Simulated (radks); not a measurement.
Question: Zr III, configuration [Kr] 4d2. Method: scalar-relativistic Kohn-Sham, PBEsol, spin-unpolarised, spherical densities, point nucleus; hard spherical wall at 7 bohr; computed with a radial shooting solver on a logarithmic mesh with Libxc functionals. Some entries of the table are withheld. Estimate them.

| orbital | occ. | eigenvalue (hartree) | <r^2> (bohr^2) | <1/r> (bohr^-1) |
|---|---|---|---|---|
| 1s | 2 | -655.1681 | 0.001854 | 41.24 |
| 2s | 2 | -91.24311 | 0.03120 | 9.245 |
| 2p | 6 | -81.44203 | 0.02456 | 9.010 |
| 3s | 2 | -15.38849 | 0.2414 | 3.138 |
| 3p | 6 | -12.19621 | 0.2492 | 2.980 |
| 3d | 10 | -6.95244 | 0.2479 | 2.740 |
| 4s | 2 | -2.53175 | 1.666 | 1.117 |
| 4p | 6 | (1) | 2.131 | 0.9797 |
| 4d | 2 | -0.63326 | (2) | 0.6601 |
| 5s | 0 | -0.58028 | 10.71 | 0.4140 |
| 5p | 0 | -0.40814 | 13.78 | 0.3598 |
| 4f | 0 | -0.07628 | 16.98 | 0.2800 |

Answer: 
(1) 4p eigenvalue (hartree): -1.72149
(2) 4d <r^2> (bohr^2): 4.715
